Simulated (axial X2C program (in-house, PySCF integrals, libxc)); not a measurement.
Curves of CuBr from open-shell CI on d9 s1 p(π)0

Computed with an axial X2C code built on PySCF integrals: two-component X2C with atomic mean-field Coulomb and Gaunt terms, basis Cu dyall-v3z, Br dyall-v3z (cores contracted in-house). Orbitals come from Hartree–Fock averaged over the configuration Cu d9 s1 p(π)0; CI then distributes these electrons over the d, s, p(π) shells of Cu.

Scan along the bond; masses Cu 62.930 u, Br 78.918 u. Energies in cm⁻¹ from the lowest point; levels are followed by energy order within each Ω. Lowest level at 2.335 Å: 100% d9 s1.

```csv
R (Å),(1)Ω=0,(1)Ω=1,(1)Ω=2,(2)Ω=0,(2)Ω=1
2.172,1276,1362,2235,2575,2840
2.253,249,337,1224,1636,1826
2.335,0,89,958,1424,1562
2.428,401,492,1315,1828,1926
2.522,1314,1406,2169,2719,2791
2.627,2721,2814,3505,4087,4142
2.755,4758,4851,5453,6067,6112
```

Fit the curves (1)Ω=0, (1)Ω=1, (1)Ω=2, (2)Ω=0, (2)Ω=1 near their minima.

From the open-shell CI curves, Te from the lowest:

| level | Te (cm⁻¹) | Re (Å) | ωe (cm⁻¹) |
| --- | --- | --- | --- |
| (1)Ω=0 | 0 | 2.325 | 291.0 |
| (1)Ω=1 | 89 | 2.325 | 291.2 |
| (1)Ω=2 | 960 | 2.329 | 283.4 |
| (2)Ω=0 | 1421 | 2.322 | 284.3 |
| (2)Ω=1 | 1564 | 2.329 | 284.8 |

Without dynamic correlation distances can be off by several hundredths of an Å (long for ionic bonds, short for multiple bonds) and the wavenumbers are rough.

The 5 lowest curves are shown; the next is (1)Ω=3, from 2437 cm⁻¹.

There is no dynamic correlation: spin–orbit spacings and, for f shells, spacings inside one term are the most reliable numbers, splittings between terms come out too wide, and energies between configurations are not reliable, so the lowest level need not be the ground state of the molecule. For d shells the ligand-field splittings (σ, π, δ) and their order can be off by a thousand cm⁻¹ or more. At most 4 roots were kept for each Ω > 0 (twice that for Ω = 0) within 3.2 eV of the lowest, so higher up levels can be missing between those listed; levels with Ω > 0 are doubly degenerate and listed once, Ω = 0 levels singly. States that fill the shells left empty in the average are placed too high.
